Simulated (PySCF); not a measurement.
C₁₀H₈.
Atom-mapped SMILES: `[CH:1]1=[CH:2][C:3]1=[CH:4][c:5]1[cH:6][cH:7][cH:8][cH:9][cH:10]1` (hydrogens: H11 on C1; H12 on C2; H13 on C4; H14 on C6; H15 on C7; H16 on C8; H17 on C9; H18 on C10)

Structure used (PBE0-D3(BJ)/def2-SVP), in Å, numbered top down from 1:
```xyz
18
C10H8 angstrom
C      3.2402    1.3697    0.0356
C      3.8696    0.3504    0.5960
C      2.4549    0.2249    0.4121
C      1.3035   -0.4526    0.5198
C     -0.0080    0.0213    0.0867
C     -1.1342   -0.8023    0.2627
C     -2.4030   -0.3916   -0.1348
C     -2.5872    0.8591   -0.7226
C     -1.4810    1.6906   -0.9054
C     -0.2134    1.2804   -0.5084
H      3.3002    2.3654   -0.3975
H      4.8062   -0.0786    0.9458
H      1.3454   -1.4479    0.9703
H     -1.0024   -1.7856    0.7226
H     -3.2575   -1.0563    0.0163
H     -3.5820    1.1842   -1.0355
H     -1.6090    2.6744   -1.3646
H      0.6362    1.9485   -0.6616
```

Level: B3LYP/def2-SVPD in PySCF, non-relativistic, on one gas-phase PBE0-D3(BJ)/def2-SVP geometry that isn't relaxed in the solvent. The solvent is an IEF-PCM continuum (cavity from Bondi-type radii × 1.2), and excitations are vertical TDDFT with non-equilibrium linear response and a frozen core. The model holds no explicit solvent molecules, cavitation or dispersion.

Gas-phase singlets (H = HOMO, L = LUMO):

| state | E (eV) | λ (nm) | f | leading configuration |
| --- | --- | --- | --- | --- |
| S1 | 3.315 | 374 | 0.006 | H→L 99% |
| S2 | 4.424 | 280 | 0.080 | H→L+2 55% |
| S3 | 4.687 | 265 | 0.459 | H→L+1 58% |
| S4 | 4.981 | 249 | 0.039 | H-1→L 97% |
| S5 | 5.103 | 243 | 0.001 | H→L+3 97% |

Q: Give the list for acetone (ε = 20.49), n² = 1.85.

A: 
```json
{"state": "S1", "E (eV)": "3.688", "λ (nm)": "336", "f": "0.012", "leading configuration": "H→L 99%", "change by rank (eV)": "+0.373"}
{"state": "S2", "E (eV)": "4.297", "λ (nm)": "289", "f": "0.136", "leading configuration": "H→L+1 48%", "change by rank (eV)": "-0.127"}
{"state": "S3", "E (eV)": "4.509", "λ (nm)": "275", "f": "0.560", "leading configuration": "H→L+1 49%", "change by rank (eV)": "-0.178"}
{"state": "S4", "E (eV)": "5.275", "λ (nm)": "235", "f": "0.000", "leading configuration": "H→L+3 96%", "change by rank (eV)": "+0.294"}
{"state": "S5", "E (eV)": "5.518", "λ (nm)": "225", "f": "0.027", "leading configuration": "H-1→L 99%", "change by rank (eV)": "+0.415"}
```

Q: The ground-state energy changes by -0.244 eV from gas to acetone. By how much does the total energy of gas-phase S1 change?

A: E(S1) = E(S0) + excitation energy, so it changes by -0.244 + 0.373 = +0.129 eV: it isn't lowered at all, while the ground state is. This is the vertical state, with the slow part of the continuum still set for S0.

Q: How do the frontier levels move from gas to acetone?

A: 
```tsv
orbital	gas (eV)	solvent (eV)	change (eV)	Löwdin shares, gas	Löwdin shares, solvent
LUMO+2	-0.05	-0.26	-0.21	C9 21 %, C6 21 %, C10 14 %, C7 14 %	C9 20 %, C6 20 %, C10 14 %, C7 14 %
LUMO+1	-0.46	-0.60	-0.14	C5 16 %, C8 15 %, C3 14 %, C10 11 %	C5 16 %, C8 15 %, C3 13 %, C10 12 %
LUMO	-1.19	-0.90	+0.29	C2 39 %, C1 38 %, C3 8 %, H12 7 %	C2 39 %, C1 36 %, C3 8 %, H12 6 %
HOMO	-5.30	-5.38	-0.08	C4 22 %, C3 18 %, C8 11 %, C5 9 %	C4 24 %, C3 17 %, C8 10 %, C5 8 %
HOMO-1	-6.73	-6.98	-0.25	C10 20 %, C7 20 %, C9 20 %, C6 20 %	C10 20 %, C7 20 %, C9 20 %, C6 20 %
HOMO-2	-7.57	-7.74	-0.17	C8 18 %, C5 17 %, C4 17 %, C9 10 %	C8 18 %, C5 18 %, C4 15 %, C9 10 %
HOMO-3	-8.75	-8.66	+0.09	C3 18 %, C4 13 %, C1 13 %, C2 12 %	C3 23 %, C1 16 %, C2 15 %, C4 13 %
```

The HOMO–LUMO gap goes from 4.10 to 4.48 eV.
